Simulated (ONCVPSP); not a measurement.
**u(r) = r·R(r): atom against pseudo-atom (titanium (Ti))**

Columns: radius, all-electron u(r) and pseudo u(r) of the 3s shell (level -62.63 eV) of titanium in the configuration [Ne] 3s2 3p6 3d2 4s2; PBE, scalar-relativistic, ONCV scheme, ONCVPSP 4.0.1.

```tsv
r (bohr)	all-electron	pseudo
0.098	-0.0535	0.1902
0.195	-0.5588	0.3710
0.292	-0.4554	0.5377
0.390	-0.0479	0.6853
0.488	0.3916	0.8072
0.585	0.7377	0.8989
0.682	0.9651	0.9599
0.780	1.0825	0.9904
0.878	1.1122	0.9912
0.975	1.0808	0.9659
1.072	1.0116	0.9189
1.170	0.9205	0.8544
1.268	0.8207	0.7785
1.365	0.7215	0.6972
1.463	0.6257	0.6136
1.560	0.5384	0.5333
1.658	0.4590	0.4574
1.755	0.3895	0.3892
1.852	0.3289	0.3288
1.950	0.2760	0.2760
2.047	0.2313	0.2312
2.145	0.1928	0.1928
2.242	0.1607	0.1607
2.340	0.1334	0.1334
2.438	0.1105	0.1105
2.535	0.0916	0.0916
```

Question: How many radial nodes do the two functions have?

Answer: The all-electron 3s function has n − l − 1 = 2 (the table is too coarse to show those close to the nucleus); the pseudo-wave has 0, since the states of the same l below it are removed with the core.

Question: At about which radius was the pseudo-wave matched?

Answer: 1.95 bohr. The columns agree to 0.0005 from 1.75 bohr on; several derivatives are matched, so the curves merge somewhat inside the radius.

Question: Where does each function peak?

Answer: Outermost all-electron maximum near 0.88 bohr, pseudo maximum near 0.88 bohr (to the table’s step).

Question: Is the pseudo-wave norm-conserving?

Answer: Yes: the ONCV scheme keeps the norm inside the radius equal to the all-electron one, which fixes the energy derivative of the logarithmic derivative at the level.
